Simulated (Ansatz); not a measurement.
Input file for Ansatz (an electronic-structure program): R-CCSD(T)/aug-cc-pV(D+d)Z on CH7FSi (a complex), monomers drawn apart or pushed together. Files ending in .json are basis or fitting sets from the Basis Set Exchange.

Ansatz 0.2 input:
```yaml
crystal:
  periodic: [false, false, false]
  atoms:
    - {symbol: Si, position_ang: [0.12859651, -0.11517574, 0.19653468]}
    - {symbol: H, position_ang: [0.47176160, -1.52352107, 0.48203356]}
    - {symbol: H, position_ang: [-1.24484987, 0.18356929, 0.65977926]}
    - {symbol: H, position_ang: [0.19705063, 0.11724844, -1.26637512]}
    - {symbol: H, position_ang: [1.08659517, 0.79310306, 0.86536081]}
    - {symbol: C, position_ang: [-0.68703110, 0.88673118, 6.35818617]}
    - {symbol: F, position_ang: [-0.31044985, -0.34197794, 5.82271478]}
    - {symbol: H, position_ang: [-1.65817582, 1.16324117, 5.94724782]}
    - {symbol: H, position_ang: [-0.74783107, 0.78833678, 7.44223191]}
    - {symbol: H, position_ang: [0.06252268, 1.63009978, 6.08614863]}
basis:
  gaussian:
    orbitals: aug-cc-pV_D+d_Z.json
magnetization: {spin_polarized: false}
correlation: {method: ccsd_t, electrons: outside_noble_gas}
scf: {lower_state_search: off}
```

Program output:

```
WARN ansatz: RAYON_NUM_THREADS=1 ignored (pool sized by the plan → 1); use --threads N
Functional definition: HF
these checks for a lower state are left out or cut short: stability, starts, cluster_reference, orbital_swaps, neighbouring_geometries, increment
integrals: 0.34 GiB planned
1378 factors; integrals over basis functions are off by at most 8.0e-4 eV
mean field: 0.40 GiB planned
mean field evaluation 1: about -11707.6332 eV, gradient 2.3e1 eV
mean field evaluation 2: about -11707.6915 eV, gradient 2.3e1 eV
mean field evaluation 4: about -11709.2385 eV, gradient 3.2e0 eV
mean field evaluation 8: about -11709.2715 eV, gradient 1.2e-1 eV
mean field -11709.27159902 eV, -430.3077944346 hartree, gradient 2.7e-6 eV, S^2 0.000000; 0 other end points of the search recorded, 0 dependent functions left out
7 core orbitals not correlated
reference -11709.27159902 eV, -430.3077944346 hartree; 11, 11 occupied and 123, 123 virtual orbitals, 1378 factors
second order -13.09284833 eV of doubles, -0.00000000 eV of singles
coupled cluster: 0.94 GiB planned
cycle   1  -13.99541053 eV  change   -9.0e-1 eV  update   9.0e-2
cycle   2  -14.42529437 eV  change   -4.3e-1 eV  update   2.7e-2
cycle   3  -14.52352117 eV  change   -9.8e-2 eV  update   1.3e-2
cycle   4  -14.51901290 eV  change    4.5e-3 eV  update   2.8e-3
cycle   5  -14.51835093 eV  change    6.6e-4 eV  update   1.0e-3
cycle   6  -14.51861626 eV  change   -2.7e-4 eV  update   3.2e-4
cycle   7  -14.51848826 eV  change    1.3e-4 eV  update   9.5e-5
cycle   8  -14.51844405 eV  change    4.4e-5 eV  update   2.8e-5
cycle   9  -14.51845084 eV  change   -6.8e-6 eV  update   9.3e-6
perturbative correction -0.33143761 eV, -0.0121801076 hartree
Total energy: -11724.12148747 eV, -430.8535177695 hartree
Checks for a lower state left out: stability, starts, cluster_reference, orbital_swaps, neighbouring_geometries, increment
```

The calculation finished and met its thresholds.

Cost: roughly 24 core-seconds.
